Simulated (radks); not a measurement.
Neutral promethium inside a hard spherical wall (all orbitals vanish at R), configuration held at [Xe] 4f5 6s2 and not refilled when levels cross. Method: scalar-relativistic Kohn-Sham, PBEsol, spin-polarised, spherical densities, finite nucleus; open shells are filled with parallel spins first (spin-orbit coupling, left out, can overturn this in heavy ions); Fermi nuclear charge, rms radius 4.962 fm; computed with a radial shooting solver on a logarithmic mesh with Libxc functionals. Eigenvalues in eV for spin up, with the zero of energy where the potential of the charges vanishes at infinity; a dash marks a level that is unbound or too diffuse for the functional's potential to be trusted. A positive occupied level is held by the wall or, in an anion where self-interaction has pushed it up, behind a barrier. The pressure on the wall is -dE/dV.

\begin{tabular}{lrrrrrrrrr}
R (bohr) & E (hartree) & kinetic (hartree) & e(5s) & e(5p) & e(6s) & e(4f) & e(5d, empty) & e(6p, empty) & pressure (GPa) \\ \hline
free & -10016.5269 & 10681.581 & -42.678 & -23.286 & -3.641 & -3.189 & -2.020 & -1.235 & 0 \\
15 & -10016.5268 & 10681.581 & -42.674 & -23.282 & -3.638 & -3.185 & -2.016 & -1.218 & 0.000308 \\
10 & -10016.5232 & 10681.611 & -42.464 & -23.075 & -3.473 & -2.978 & -1.832 & -0.838 & 0.0790 \\
7 & -10016.4716 & 10681.879 & -41.226 & -21.868 & -2.167 & -1.751 & -0.687 & 1.417 & 2.37 \\
3.5 & -10014.5092 & 10689.344 & -30.395 & -11.312 & 25.189 & 10.551 & 13.459 & 38.094 & 523 \\
2.5 & -10006.9457 & 10715.499 & -9.066 & 12.783 & 98.478 & 35.186 & 46.677 & 122.25 & 6400 \\
2 & -9991.3403 & 10764.076 & 26.394 & 54.486 & 215.88 & 67.678 & 100.75 & 249.50 & 31000 \\
1.5 & -9935.0050 & 10928.963 & 146.73 & 191.48 & 546.15 & 146.42 & 260.67 & 594.45 & 225000 \\
\end{tabular}
